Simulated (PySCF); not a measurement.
Löwdin shares of the frontier orbitals

Species: diethylsilane, C₄H₁₂Si.
Z-matrix (Å and degrees, GFN2-xTB geometry), rows numbered from 1:
```
C 
C   1  1.5240
Si  2  1.9048  1  112.91
C   3  1.9056  2  109.66  1  -175.77
C   4  1.5253  3  113.31  2    70.44
H   1  1.0874  2  110.55  3    60.81
H   1  1.0892  2  111.08  3  -179.04
H   1  1.0874  2  110.59  3   -58.78
H   2  1.0918  1  108.72  3  -122.76
H   2  1.0922  1  108.80  3   121.87
H   3  1.4702  2  109.32  1    64.12
H   3  1.4699  2  110.03  1   -55.58
H   4  1.0907  3  109.26  2  -168.03
H   4  1.0914  3  110.01  2   -51.76
H   5  1.0894  4  110.98  3   179.55
H   5  1.0879  4  110.89  3   -60.37
H   5  1.0878  4  110.51  3    59.55
```

Method used: TDDFT CAM-B3LYP/def2-SVPD, vertical, gas phase, core orbitals frozen in the response (PySCF 2.14.0, density-fitted response routines).

Kohn–Sham orbitals with the atoms that hold most of them (Löwdin shares over 4%, at most four atoms; ? is withheld):

```
orbital  ε (eV)                             atoms
 LUMO+2    1.92   Si3 23%, H11 10%, H12 9%, C5 8%
 LUMO+1    1.49     C1 17%, Si3 12%, C4 9%, C2 7%
   LUMO       ?                                 ?
   HOMO   -9.36                                 ?
 HOMO-1   -9.91  Si3 24%, C2 18%, C4 15%, H11 10%
 HOMO-2  -10.53  Si3 31%, H12 21%, H11 18%, C2 9%
 HOMO-3  -11.14    C4 16%, C5 16%, C1 11%, C2 10%
```

Which atoms hold the HOMO, and with what shares?

C4 (bonded to C, Si and 2 H) 24%; Si3 (bonded to 2 C and 2 H) 20%; C2 (bonded to C, Si and 2 H) 20%; C1 (bonded to C and 3 H) 9%. By element: carbon 53% or more, silicon 20%.

Which atoms hold the LUMO, and with what shares?

Si3 (bonded to 2 C and 2 H) 21%; C5 (bonded to C and 3 H) 13%; C2 (bonded to C, Si and 2 H) 9%; C1 (bonded to C and 3 H) 8%. By element: carbon 30% or more, silicon 21%.

What is the LUMO energy, and the HOMO–LUMO gap?

ε(LUMO) = 1.34 eV; the gap is 10.70 eV (0.3933 hartree).

How does S1 compare with the orbital gap of 10.70 eV?

S1 is at 7.73 eV (f = 0.011), 2.97 eV below the gap, made of HOMO→LUMO (87%). 

One configuration dominates each of S1 and S2. Which, and how do the shares of the two leading atoms of either orbital change from the occupied to the empty one?

- S1 (7.73 eV, f 0.011), HOMO→LUMO (87%): C4 24% → at most 8%, Si3 20% → 21%, C5 at most 10% → 13%
- S2 (7.88 eV, f 0.015), HOMO→LUMO+1 (82%): C4 24% → 9%, Si3 20% → 12%, C1 9% → 17%

One conformer stands for the species.
